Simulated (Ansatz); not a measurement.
Geometry optimisation, RKS BLYP/6-31G* (Ansatz 0.2.0).

The input (input.yaml):

```yaml
crystal:
  periodic: [false, false, false]
  atoms:
    - { symbol: "N", position_ang: [0.7641, -1.3967, -1.3379] }
    - { symbol: C, position_ang: [-0.1019, -1.1748, -0.3758] }
    - { symbol: S, position_ang: [-0.6843, -2.6174, 0.4207] }
    - { symbol: "N", position_ang: [-0.5671, -0.0122, 0.0978] }
    - { symbol: Si, position_ang: [0.3611, 1.2562, 0.4537] }
    - { symbol: O, position_ang: [-0.6782, 2.4888, 0.8999] }
    - { symbol: H, position_ang: [0.9486, -0.4546, -1.7955] }
    - { symbol: H, position_ang: [0.0868, -3.43, -0.36] }
    - { symbol: H, position_ang: [-1.2455, -0.1976, 0.9314] }
    - { symbol: H, position_ang: [1.2214, 0.9026, 1.6363] }
    - { symbol: H, position_ang: [1.0913, 1.6695, -0.7179] }
    - { symbol: H, position_ang: [-1.1192, 2.9109, 0.1812] }
basis:
  gaussian: { orbitals: "6-31G*" }
hamiltonian:
  xc: blyp
relax:
  f_tol: 0.02
  max_steps: 50
output:
  orbitals: {}
```

Run as:

```bash
$ ansatz run input.yaml --threads 2 --pin off --max-ram 3072MiB --backend cpu --events-out ev --progress --plain --runs-dir out
```

Q: Where does it end, and by what steps?

A: It converged. The force dipped under the threshold on the way, but the program's further checks kept it going. After 21 steps the energy has fallen by 1.036 eV; H9 moved furthest, 1.27 Å.

```json
{"step": "0", "energy less start (eV)": "0.0000", "largest force component (eV/Å)": "5.183", "accepted": "yes"}
{"step": "1", "energy less start (eV)": "-0.6797", "largest force component (eV/Å)": "2.367", "accepted": "yes"}
{"step": "2", "energy less start (eV)": "-0.8959", "largest force component (eV/Å)": "0.376", "accepted": "yes"}
{"step": "3", "energy less start (eV)": "-0.9141", "largest force component (eV/Å)": "0.550", "accepted": "yes"}
{"step": "4", "energy less start (eV)": "-0.9318", "largest force component (eV/Å)": "0.347", "accepted": "yes"}
{"step": "5", "energy less start (eV)": "-0.9483", "largest force component (eV/Å)": "0.148", "accepted": "yes"}
{"step": "6", "energy less start (eV)": "-0.9623", "largest force component (eV/Å)": "0.177", "accepted": "yes"}
{"step": "7", "energy less start (eV)": "-0.9770", "largest force component (eV/Å)": "0.257", "accepted": "yes"}
{"step": "8", "energy less start (eV)": "-0.9835", "largest force component (eV/Å)": "0.333", "accepted": "yes"}
{"step": "9", "energy less start (eV)": "-0.9948", "largest force component (eV/Å)": "0.283", "accepted": "yes"}
{"step": "10", "energy less start (eV)": "-1.0111", "largest force component (eV/Å)": "0.184", "accepted": "yes"}
{"step": "11", "energy less start (eV)": "-1.0152", "largest force component (eV/Å)": "0.450", "accepted": "yes"}
{"step": "12", "energy less start (eV)": "-1.0224", "largest force component (eV/Å)": "0.422", "accepted": "yes"}
{"step": "13", "energy less start (eV)": "-1.0300", "largest force component (eV/Å)": "0.178", "accepted": "yes"}
{"step": "14", "energy less start (eV)": "-1.0331", "largest force component (eV/Å)": "0.056", "accepted": "yes"}
{"step": "15", "energy less start (eV)": "-1.0341", "largest force component (eV/Å)": "0.047", "accepted": "yes"}
{"step": "16", "energy less start (eV)": "-1.0347", "largest force component (eV/Å)": "0.045", "accepted": "yes"}
{"step": "17", "energy less start (eV)": "-1.0351", "largest force component (eV/Å)": "0.048", "accepted": "yes"}
{"step": "18", "energy less start (eV)": "-1.0355", "largest force component (eV/Å)": "0.031", "accepted": "yes"}
{"step": "19", "energy less start (eV)": "-1.0358", "largest force component (eV/Å)": "0.019", "accepted": "yes"}
{"step": "20", "energy less start (eV)": "-1.0360", "largest force component (eV/Å)": "0.021", "accepted": "yes"}
{"step": "21", "energy less start (eV)": "-1.0360", "largest force component (eV/Å)": "0.018", "accepted": "yes"}
```

```xyz
12
Properties=species:S:1:pos:R:3
N 0.437 -1.179 -1.528
C -0.042 -1.224 -0.336
S -1.054 -2.664 0.160
N 0.072 -0.288 0.713
Si 0.437 1.441 0.610
O -0.885 2.448 0.391
H 1.045 -0.352 -1.653
H -0.722 -3.399 -0.934
H -0.264 -0.627 1.619
H 0.960 1.810 1.949
H 1.438 1.597 -0.487
H -1.346 2.381 -0.470
```

Run time: 59 s on 2 threads of Arm Neoverse V2 (shared host), peak memory 0.18 GiB.
